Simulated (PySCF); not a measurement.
A structure optimised at PBE-D3(BJ)/def2-SVP, used in a PySCF frequency run:

```
Re
O 1 1.7076
O 1 1.7076 2 111.25
Br 1 2.4851 2 93.71 3 95.44
Br 1 2.4851 2 93.71 3 -95.44
Br 1 2.5039 2 124.37 3 180.00
```

Task: Write its SMILES, formula and point group.

Result: [O]=[Re](=[O])([Br])([Br])[Br], Br3O2Re, C2v

Task: What are its rotational constants (standard atomic weights)?

Result: 0.99773, 0.48708, 0.35666 GHz
